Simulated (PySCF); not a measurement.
**Electron correlation in F⁺ (fluorine, charge +1)**

[He] 2s2 2p3 3s1, high-spin 5S determinant (an excited configuration). Computed with PySCF 2.14 in aug-cc-pwCVDZ, with no relativity, point nucleus. Frozen: 1s2; 6 electrons correlated.

| level | correlation energy (mhartree) |
| --- | --- |
| CCSD | -103.33 |
| (T) | -0.95 |
| CCSD(T) | -104.28 |
| CCSDT | -104.40 |

Diagnostics: T1 = 0.0047, D1 = 0.0111, largest double amplitude 0.037.

Q: Is a single reference adequate?

A: Yes: T1 lies below 0.03 and no double amplitude reaches 0.07.
